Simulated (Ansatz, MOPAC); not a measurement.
System: SbH2, charge 0, multiplicity 2. SMILES: [SbH2]

Atoms: Sb1, H2, H3. Bonds: Sb1-H2, Sb1-H3.

Bond lengths (Å) and angles (degrees) optimised at AM1 with MOPAC; HF/3-21G with Ansatz (an electronic-structure program); B3LYP/LANL2DZ with Ansatz; MP2/6-31G* with LANL2DZ past Ar with Ansatz, each started from the B3LYP-D3(BJ)/def2-TZVP structure (Ansatz) of the last column. A row stands for all coordinates that are equal there. 6-31G* holds six Cartesian d functions. No wavenumbers were computed at B3LYP/LANL2DZ, MP2/6-31G* with LANL2DZ past Ar, so these may be saddle points.

```json
[
 {"coordinate": "Sb1-H2", "AM1": "1.707", "HF/3-21G": "1.732", "B3LYP/LANL2DZ": "1.729", "MP2/6-31G* with LANL2DZ past Ar": "1.728", "B3LYP-D3(BJ)/def2-TZVP": "1.718"},
 {"coordinate": "H2-Sb1-H3", "AM1": "93.3", "HF/3-21G": "91.7", "B3LYP/LANL2DZ": "90.1", "MP2/6-31G* with LANL2DZ past Ar": "91.1", "B3LYP-D3(BJ)/def2-TZVP": "90.3"}
]
```

Mean signed difference of all 2 bond lengths from B3LYP-D3(BJ)/def2-TZVP: AM1 -0.011 Å, HF/3-21G 0.014 Å, B3LYP/LANL2DZ 0.012 Å, MP2/6-31G* with LANL2DZ past Ar 0.010 Å.
